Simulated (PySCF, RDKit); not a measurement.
Pair of molecules: CH3F (SMILES CF) (first 5 atoms) with H2Se (SMILES [SeH2]); geometry from B3LYP-D3(BJ)/def2-TZVP, rigid monomers moved along the line of their centres of mass till F2···Se6 is 2.95 Å.
(charge 0, multiplicity 1):
```tsv
atom	x (Å)	y (Å)	z (Å)
C	-0.2437	-0.0948	-0.4001
F	0.2533	-1.2218	0.2529
H	0.4933	0.2345	-1.1332
H	-1.1765	-0.3645	-0.8961
H	-0.4196	0.6841	0.3418
Se	-0.2396	-0.4206	3.0536
H	0.3244	0.2545	4.2329
H	1.0962	-0.6941	2.5099
```

Counterpoise-corrected where a basis set is named; no monomer relaxation. Rows marked so take none. RDKit's UFF carries no charges.

Rows in 3-21G, 6-31G*, STO-3G carry no dispersion term and start afresh at each structure (6-31G* with six Cartesian d functions); the Pople sets are all-electron and without relativity.

Codes used: PySCF for 3-21G rows, 6-31G* rows, STO-3G rows; RDKit for the force fields. 

Problem. One of these levels gives 7.1 kJ/mol for the interaction energy. Which one is it?
(A) BP86/6-31G* (no counterpoise)
(B) B3LYP/3-21G (no counterpoise)
(C) HF/STO-3G (no counterpoise)
(D) UFF

Solution. D, UFF. The others give 5.5 (HF/STO-3G (no counterpoise)), -4.7 (BP86/6-31G* (no counterpoise)), -18.2 (B3LYP/3-21G (no counterpoise))
